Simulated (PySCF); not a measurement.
A structure optimised at B3LYP-D3(BJ)/def2-SVP, used in a PySCF frequency run:

```
Ge
F 1 1.7261
F 1 1.7261 2 105.31
H 1 1.5244 2 110.36 3 -119.10
Cl 1 2.1352 4 114.19 2 122.01
```

Question: Write its SMILES, formula and point group.

Answer: [F][GeH]([F])[Cl], ClF2GeH, Cs

Question: What are its rotational constants (standard atomic weights)?

Answer: 5.5925, 2.8393, 2.1904 GHz
